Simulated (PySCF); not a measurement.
Al2(mu-H)2(Cl)4, H₂Al₂Cl₄, singlet at its CAM-B3LYP/def2-SVP optimised geometry (Å):

```
8

Al     0.6026    -1.1310     0.0000
Al    -0.6025     1.1306     0.0000
H     -0.0001    -0.0003     1.1541
Cl    -0.5586    -2.8577     0.0000
Cl     2.6834    -1.1310     0.0000
H     -0.0002    -0.0003    -1.1541
Cl    -2.6834     1.1299    -0.0001
Cl     0.5580     2.8577    -0.0001
```

Method: CAM-B3LYP/def2-TZVP (PySCF 2.14.0). Cells within 0.4 Å of a nucleus heavier than hydrogen are left out (blank, or x).

Map of the electrostatic potential (hartree/e), clipped to [-0.08, 0.12] on the plane z = 0.0 Å:

```
|00000000000000000000000000000|
|00000000000000000000000000000|
|00000000000000133211000000000|
|00000000000002899952000000000|
|00000000000029999993100000000|
|0000000001125999x996100000000|
|000000001245999xx997100000000|
|0000023335899999x995000000000|
|00014999999999999992000000000|
|00149999999999999941000000000|
|002799xx9999xx999842000000000|
|002899xx9999xx999952100000000|
|00169999999999999964200000000|
|00139999999999999995321100000|
|00012699899999999999899621000|
|00000112359999999999999993100|
|00000000246999999999999996100|
|000000001259999xx9999xx998200|
|000000000248999xx9999xx997200|
|00000000014999999999999994100|
|00000000029999999999999941000|
|000000000599x9999985333200000|
|000000001799xx999542100000000|
|000000001699x9995211000000000|
|00000000139999992000000000000|
|00000000025999720000000000000|
|00000000011233100000000000000|
|00000000000000000000000000000|
|00000000000000000000000000000|
```
Scale: ten equal steps from -0.008 (start of '0') to 0.120 (end of '9'), in the order '0123456789'; x runs from -5.00 to 5.00, y from -5.00 (bottom) to 5.00 (top).
